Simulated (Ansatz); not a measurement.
Geometry optimisation, Ansatz, RHF/def2-SVP.

input.yaml

```yaml
crystal:
  periodic: [false, false, false]
  atoms:
    - { symbol: B, position_ang: [-0.058397, 0.249125, -0.070812] }
    - { symbol: F, position_ang: [-0.111663, 0.385378, 1.23707] }
    - { symbol: H, position_ang: [0.979142, 0.010714, -0.596641] }
    - { symbol: Cl, position_ang: [-1.522863, 0.511171, -0.994973] }
    - { symbol: Br, position_ang: [-0.148445, -2.796619, 1.05404] }
    - { symbol: H, position_ang: [-0.161574, -1.61597, 1.958616] }
basis:
  gaussian: { orbitals: def2-SVP }
hamiltonian:
  xc: hf
relax:
  f_tol: 0.03
  max_steps: 50
output:
  orbitals: {}
```

Run as:

```bash
$ ansatz run input.yaml --threads 1 --pin off --max-ram 2048MiB --backend cpu --events-out ev --progress --plain --runs-dir out
```

Where does it end, and by what steps?

It converged. After 13 steps the energy has fallen by 0.186 eV; H6 moved furthest, 0.51 Å.

| step | energy less start (eV) | largest force component (eV/Å) | accepted |
| --- | --- | --- | --- |
| 0 | 0.0000 | 1.714 | yes |
| 1 | -0.1290 | 0.827 | yes |
| 2 | -0.1484 | 0.852 | yes |
| 3 | -0.1764 | 0.129 | yes |
| 4 | -0.1786 | 0.075 | yes |
| 5 | -0.1812 | 0.076 | yes |
| 6 | -0.1831 | 0.097 | yes |
| 7 | -0.1841 | 0.153 | yes |
| 8 | -0.1799 | 0.294 | no |
| 9 | -0.1854 | 0.092 | yes |
| 10 | -0.1856 | 0.099 | yes |
| 11 | -0.1860 | 0.050 | yes |
| 12 | -0.1861 | 0.041 | yes |
| 13 | -0.1862 | 0.024 | yes |

```xyz
6
Properties=species:S:1:pos:R:3
B -0.061 0.459 -0.210
F -0.132 0.479 1.094
H 0.980 0.257 -0.747
Cl -1.519 0.752 -1.135
Br -0.146 -3.156 1.357
H -0.147 -2.049 2.229
```

Run time: 30 s on 1 thread of Arm Neoverse V1 (shared host), peak memory 0.16 GiB.
